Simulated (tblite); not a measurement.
Compound: C11H7N.
SMILES with atom numbers: `[CH:1]#[C:2][c:3]1[cH:4][cH:5][c:6](/[CH:7]=[CH:8]/[C:9]#[N:10])[cH:11][cH:12]1` (hydrogens: H13 on C1; H14 on C4; H15 on C5; H16 on C7; H17 on C8; H18 on C11; H19 on C12)

Geometry (GFN2-xTB, Å), atoms numbered from 1 in this order:
```
atom  x, y, z in Å
C1    -4.644    0.310    0.451
C2    -3.453    0.175    0.371
C3    -2.050    0.036    0.265
C4    -1.312    0.947   -0.495
C5     0.054    0.819   -0.602
C6     0.732   -0.219    0.046
C7     2.167   -0.394   -0.029
C8     3.033    0.379   -0.705
C9     4.410    0.114   -0.707
N10    5.539   -0.094   -0.714
C11   -0.018   -1.126    0.805
C12   -1.385   -1.005    0.916
H13   -5.684    0.423    0.524
H14   -1.827    1.753   -0.997
H15    0.601    1.535   -1.196
H16    2.561   -1.239    0.523
H17    2.729    1.241   -1.281
H18    0.489   -1.934    1.313
H19   -1.952   -1.711    1.506
```

Computed geometry: GFN2-xTB, gas phase.

Masses are those of the commonest isotopes; rigid-rotor values at the optimised geometry. The values belong to one conformer with, in the numbering `[CH:1]#[C:2][c:3]1[cH:4][cH:5][c:6](/[CH:7]=[CH:8]/[C:9]#[N:10])[cH:11][cH:12]1`, C5–C6–C7–C8 0°.

What are A, B and C (MHz)?

Ia = 101.24, Ib = 1397.58, Ic = 1498.81 u·Å²; 505379 MHz·u·Å²/I gives A = 4992, B = 361.6, C = 337.2 MHz.

Classify the top.

A near-prolate asymmetric top: κ = (2 × 361.6 − 4992 − 337.2)/(4992 − 337.2) = -0.99.

Is it planar, by Δ = Ic − Ia − Ib?

Planar: Δ = Ic − Ia − Ib = -0.01 u·Å². For a rigid frame Δ = −2 Σ m c², so it vanishes when all atoms lie in the ab plane; here none is more than 0.01 Å from it.

Where do the levels up to J = 4 lie, in cm⁻¹?

Above 0(0,0):
J = 1: 1(0,1) 0.0233, 1(1,1) 0.1778, 1(1,0) 0.1786
J = 2: 2(0,2) 0.0699, 2(1,2) 0.2236, 2(1,1) 0.2260, 2(2,1) 0.6894, 2(2,0) 0.6894
J = 3: 3(0,3) 0.1398, 3(1,3) 0.2923, 3(1,2) 0.2972, 3(2,2) 0.7593, 3(2,1) 0.7593, 3(3,1) 1.5336, 3(3,0) 1.5336
J = 4: 4(0,4) 0.2330, 4(1,4) 0.3839, 4(1,3) 0.3920, 4(2,3) 0.8525, 4(2,2) 0.8526, 4(3,2) 1.6269, 4(3,1) 1.6269, 4(4,1) 2.7109, 4(4,0) 2.7109

Estimate the classical rotational partition function at 25 K, 200 K and 298.15 K.

Point group Cs, symmetry number σ = 1; q = (√π/σ)·√((kT/h)³/(ABC)), k/h = 20836.6 MHz/K: 27000 at 25 K, 611000 at 200 K, 1110000 at 298.15 K.

Its GFN2-xTB frequencies are all real (lowest 36 cm⁻¹). Zero-point vibration and centrifugal distortion are left out.
